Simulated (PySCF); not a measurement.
A calculated (UHF, PySCF 2.14, x2c-TZVPall, scalar relativity by spin-free X2C-1e) atom or ion has these occupied shells.

| shell | electrons | orbital energy (eV) | rms radius, mean of both spins (bohr) |
| --- | --- | --- | --- |
| 1s α | 1 | -6042.0 | 0.0734 |
| 1s β | 1 | -6041.9 | 0.0734 |
| 2s α | 1 | -724.14 | 0.316 |
| 2s β | 1 | -721.48 | 0.316 |
| 2p α | 3 | -605.42 | 0.287 |
| 2p β | 3 | -602.80 | 0.287 |
| 3s α | 1 | -95.647 | 0.971 |
| 3s β | 1 | -86.261 | 0.971 |
| 3p α | 3 | -61.843 | 1.06 |
| 3p β | 3 | -50.451 | 1.06 |
| 3d α | 5 | -9.977 | 1.60 |
| 4s α | 1 | -6.169 | 3.90 |

(1) Name the element and its charge.

Results:

(1) Cr (chromium, neutral), in [Ar] 3d5 4s1, high-spin 7S determinant.
